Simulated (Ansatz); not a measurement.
Si₄O₈⁺. The state is a doublet with charge 1. Geometry PBE-D4/def2-SVP, that of the neutral singlet; atoms count from 1.

```csv
atom,x (Å),y (Å),z (Å)
Si1,-1.727,-1.590,-0.714
Si2,-2.057,1.071,0.801
Si3,0.704,0.097,-0.017
Si4,3.076,0.422,-0.070
O5,-2.518,-0.346,0.059
O6,-0.401,1.128,0.666
O7,1.779,0.843,-1.094
O8,1.985,-0.326,1.006
O9,-2.968,2.108,1.470
O10,-2.354,-2.838,-1.346
O11,4.594,0.629,-0.104
O12,-0.112,-1.197,-0.657
```

The structure comes from a short search, and lower isomers may exist.

Q: Estimate the Mulliken populations from the PBE0/def2-TZVP orbitals of Ansatz.

A: 
```csv
atom,charge (e),spin (α − β)
Si1,0.85,-0.02
Si2,0.85,-0.02
Si3,0.82,0.00
Si4,0.88,-0.02
O5,-0.28,0.01
O6,-0.30,0.01
O7,-0.34,0.01
O8,-0.34,0.01
O9,-0.30,0.33
O10,-0.30,0.33
O11,-0.27,0.36
O12,-0.30,0.01
```
Mulliken values depend strongly on the basis.

Q: Where does the spin sit?

A: Summed by element: Si -0.06, O 1.06, of 1 unpaired in all. Largest on single atoms: O11 0.36, O10 0.33, O9 0.33.

Q: And the Mayer bond orders between heavy atoms (over 0.3)?

A: Si1–O5 1.16 (1.66 Å); Si1–O10 1.96 (1.53 Å); Si1–O12 1.19 (1.66 Å); Si2–O5 1.16 (1.66 Å); Si2–O6 1.19 (1.66 Å); Si2–O9 1.96 (1.53 Å); Si3–O6 1.15 (1.66 Å); Si3–O7 1.10 (1.69 Å); Si3–O8 1.10 (1.69 Å); Si3–O12 1.15 (1.66 Å); Si4–O7 1.13 (1.71 Å); Si4–O8 1.13 (1.71 Å); Si4–O11 1.90 (1.53 Å).
